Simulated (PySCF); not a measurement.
Species: C7H12FN.
Geometry (PBE0-D3(BJ)/def2-SVP, Å), atoms numbered from 1 in this order:
```
atom  x, y, z in Å
C1    -2.6798   -0.6978   -0.3282
C2    -1.6074   -0.0308    0.4694
C3    -0.4732    0.5215    0.0211
C4     0.0158    0.5774   -1.3982
N5     1.2862   -0.0956   -1.5993
C6     1.2586   -1.5319   -1.4669
C7     2.4264    0.6091   -1.2848
C8     3.6634    0.2005   -0.9636
F9     4.0391   -1.0856   -0.8355
H10   -3.6402   -0.1677   -0.2137
H11   -2.4528   -0.7492   -1.4017
H12   -2.8490   -1.7261    0.0320
H13   -1.7866    0.0075    1.5512
H14    0.2099    0.9618    0.7579
H15    0.1404    1.6297   -1.7063
H16   -0.7216    0.1381   -2.0882
H17    0.3896   -1.9250   -2.0164
H18    2.1679   -1.9664   -1.8975
H19    1.1777   -1.8703   -0.4161
H20    2.3119    1.6956   -1.3440
H21    4.4831    0.9034   -0.8093
```

Method used: PBE0-D3(BJ)/def2-SVP geometry optimisation, gas phase (PySCF).

Take the most abundant isotopes and a rigid rotor. The values belong to one conformer with, in the numbering `[CH3:1]/[CH:2]=[CH:3]\[CH2:4][N:5]([CH3:6])/[CH:7]=[CH:8]\[F:9]`, C2–C3–C4–N5 -119°, C3–C4–N5–C6 69°, C4–N5–C7–C8 157°.

Problem. What are A, B and C (MHz)?

Solution. Ia = 133.44, Ib = 712.76, Ic = 746.15 u·Å²; 505379 MHz·u·Å²/I gives A = 3787, B = 709.0, C = 677.3 MHz.

Problem. Classify the top.

Solution. A near-prolate asymmetric top; Ray's κ = -0.980.

Problem. What does the inertial defect say?

Solution. Not planar: Δ = Ic − Ia − Ib = -100.05 u·Å². For a rigid frame Δ = −2 Σ m c², so Σ m c² = 50.02 u·Å² lies off the ab plane: 12.87 from hydrogen and 37.15 from heavier atoms. The atom farthest from that plane is 1.88 Å away.

Problem. Give the other two planar moments, Paa and Pbb, and the rms extents of the mass along the axes.

Solution. Paa = Σ m a² = (Ib + Ic − Ia)/2 = 662.73 and Pbb = Σ m b² = (Ia + Ic − Ib)/2 = 83.41 u·Å². With the mass M = 129.10 u, the rms extents √(P/M) along a, b and c are 2.27, 0.80, 0.62 Å.

Problem. Where do the levels up to J = 5 lie, in K?

Solution. Above 0(0,0), as E/k:
J = 1: 1(0,1) 0.067, 1(1,1) 0.214, 1(1,0) 0.216
J = 2: 2(0,2) 0.200, 2(1,2) 0.346, 2(1,1) 0.350, 2(2,1) 0.794, 2(2,0) 0.794
J = 3: 3(0,3) 0.399, 3(1,3) 0.543, 3(1,2) 0.552, 3(2,2) 0.993, 3(2,1) 0.993, 3(3,1) 1.736, 3(3,0) 1.736
J = 4: 4(0,4) 0.665, 4(1,4) 0.806, 4(1,3) 0.821, 4(2,3) 1.259, 4(2,2) 1.260, 4(3,2) 2.002, 4(3,1) 2.002, 4(4,1) 3.041, 4(4,0) 3.041
J = 5: 5(0,5) 0.998, 5(1,5) 1.135, 5(1,4) 1.158, 5(2,4) 1.592, 5(2,3) 1.592, 5(3,3) 2.335, 5(3,2) 2.335, 5(4,2) 3.374, 5(4,1) 3.374, 5(5,1) 4.711, 5(5,0) 4.711
The levels of one J sum to (2J + 1)J(J + 1)(A + B + C)/3.

Problem. Which types of transition are allowed, and where do some lines up to J = 3 fall?

Solution. The dipole components are |μa| = 2.09 D, |μb| = 0.66 D, |μc| = 0.42 D. Intensities carry the squares of the components, which stand as 1.00 : 0.10 : 0.04 (a : b : c). Some lines, for components of 0.1 D or more:

| type | branch | J(Ka,Kc) | MHz | lower level (cm⁻¹) |
| --- | --- | --- | --- | --- |
| a | R | 1(0,1) ← 0(0,0) | 1386 | 0.000 |
| c | Q | 3(1,3) ← 3(0,3) | 3000 | 0.277 |
| b | Q | 1(1,0) ← 1(0,1) | 3110 | 0.046 |
| a | R | 3(2,2) ← 2(2,1) | 4159 | 0.552 |
| a | R | 3(1,2) ← 2(1,1) | 4207 | 0.244 |
| b | R | 3(1,3) ← 2(0,2) | 7158 | 0.139 |
| b | Q | 3(2,1) ← 3(1,2) | 9189 | 0.384 |
| b | Q | 2(2,1) ← 2(1,2) | 9330 | 0.240 |
| b | R | 2(2,1) ← 1(1,0) | 12039 | 0.150 |
| c | R | 3(2,1) ← 2(1,1) | 13395 | 0.244 |
| c | Q | 3(3,1) ← 3(2,1) | 15470 | 0.690 |

Problem. Estimate the classical rotational partition function at 10 K, 200 K and 500 K.

Solution. Point group C1, symmetry number σ = 1; q = (√π/σ)·√((kT/h)³/(ABC)), k/h = 20836.6 MHz/K: 3950 at 10 K, 354000 at 200 K, 1400000 at 500 K.

Stationary, but not proved a minimum. No vibrational averaging or centrifugal distortion is included, and the geometry carries the error of its method. A rigid rotor knows nothing of internal rotation, which can split or shift real lines. Quadrupole hyperfine structure (14N) is left out.
